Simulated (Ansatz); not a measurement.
AlH4NOSi, relaxed with RKS PBE0-D4/def2-TZVP in Ansatz 0.2.0 from a PBE-D4/def2-SVP geometry. The force threshold is 0.005 eV/Å; the program also tests the step.

Charge 0, multiplicity 1.

Start:

```xyz
8

N     0.195   -0.288   -0.976
Al    1.181    0.880   -0.007
O     0.059    0.640    1.341
Si   -0.870   -0.459    0.431
H     0.152   -0.731   -1.893
H     2.473    1.779   -0.163
H    -0.904   -1.835    1.043
H    -2.285    0.015    0.223
```

**Question.** By how much does the energy fall, and how many steps does the optimiser take? (Estimate.)

**Answer.** Computed: 0.07 eV, in 4 steps.

**Question.** Which bonds change most? (Estimate.)

**Answer.** Ansatz gave: O3–Si4 from 1.703 to 1.662 Å; Al2–O3 from 1.770 to 1.736 Å; N1–Si4 from 1.773 to 1.740 Å.

**Question.** Give the relaxed structure. (Best estimate.)

**Answer.** Ansatz gave: 
```xyz
8

N     0.189   -0.286   -0.960
Al    1.160    0.866   -0.003
O     0.054    0.624    1.313
Si   -0.852   -0.449    0.424
H     0.147   -0.719   -1.864
H     2.441    1.754   -0.159
H    -0.888   -1.807    1.030
H    -2.251    0.016    0.219
```
